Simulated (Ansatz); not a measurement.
`BC(B)[SiH3]` + `CCCO` → `CCCO[SiH3]` + `BCB`  (ligand exchange at the Si–C bond)

Gas-phase electronic energies from Ansatz, PBE0-D4/def2-TZVP geometries. CBS: MP2 limit from def2 TZ/QZ plus the TZ coupled-cluster correction, frozen cores. One conformer a species, not always the lowest.

`BC(B)[SiH3]`:

Z-matrix (Å, degrees):
```
Si
C 1 1.911
B 1 2.450 2 39.0
H 1 1.480 2 112.2 3 -96.5
H 1 1.494 2 109.3 3 23.9
H 1 1.483 2 107.6 3 140.8
B 2 1.530 1 107.2 3 115.2
H 2 1.091 1 108.2 3 -117.3
H 3 1.196 1 121.5 2 106.3
H 3 1.199 1 95.0 2 -124.4
H 7 1.198 2 120.8 1 124.7
H 7 1.197 2 120.0 1 -56.5
```

`CCCO`:

Cartesian coordinates in Å:
```
C 1.255 0.756 -0.421
C -0.087 0.500 0.243
C -0.533 -0.942 0.104
O -1.751 -1.215 0.762
H 1.220 0.525 -1.490
H 1.559 1.799 -0.319
H 2.039 0.137 0.024
H -0.849 1.154 -0.199
H -0.041 0.750 1.308
H -0.591 -1.212 -0.961
H 0.206 -1.606 0.561
H -2.429 -0.645 0.388
```

`CCCO[SiH3]`:

```xyz
15

C    -1.977   -1.327   -0.431
C    -0.519   -1.209   -0.023
C    -0.042    0.225   -0.037
O     1.317    0.280    0.346
Si    2.149    1.691    0.443
H    -2.627   -0.764    0.245
H    -2.308   -2.367   -0.416
H    -2.141   -0.943   -1.442
H     0.115   -1.792   -0.697
H    -0.368   -1.615    0.981
H    -0.653    0.828    0.650
H    -0.167    0.650   -1.043
H     3.524    1.344    0.869
H     2.177    2.385   -0.876
H     1.521    2.614    1.431
```

`BCB`:

```xyz
9

B     0.927   -0.186   -0.880
C    -0.270   -0.568    0.029
B    -0.632    0.648    0.921
H     0.816    0.713   -1.662
H     1.973   -0.763   -0.808
H    -0.162   -1.512    0.560
H    -1.113   -0.594   -0.686
H    -0.567    0.586    2.114
H    -0.971    1.677    0.413
```

```
      species  HF/CBS(def2) energy (Eh)
`BC(B)[SiH3]`                -380.85355
       `CCCO`                -193.20827
 `CCCO[SiH3]`                -483.36711
        `BCB`                 -90.73088
```

**Question.** Work out ΔE.

**Answer.** ΔE = (-483.36711) + (-90.73088) − (-380.85355) − (-193.20827) = -0.03617 Eh = -95.0 kJ/mol. CCSD(T)/CBS gives -56.6 kJ/mol.

Largest T1 diagnostic among the species: 0.012.

From PBE to PBE0 (25 % exact exchange), in def2-TZVPP and without D4, ΔE moves by −4.5 kJ/mol. In def2-TZVPP, CCSD(T) changes the Hartree–Fock value by +36.5 kJ/mol (the triples alone add +5.6 kJ/mol) and MP2 by +37.0 kJ/mol. The D4 term adds +4.7 kJ/mol with B3LYP and +2.2 kJ/mol with PBE0; it sums over pairs of atoms, weighted by their polarisabilities, and B3LYP, whose exchange is more repulsive, gets the larger term.

B3LYP here is the variant with VWN-RPA as its local correlation; programs differ in this.
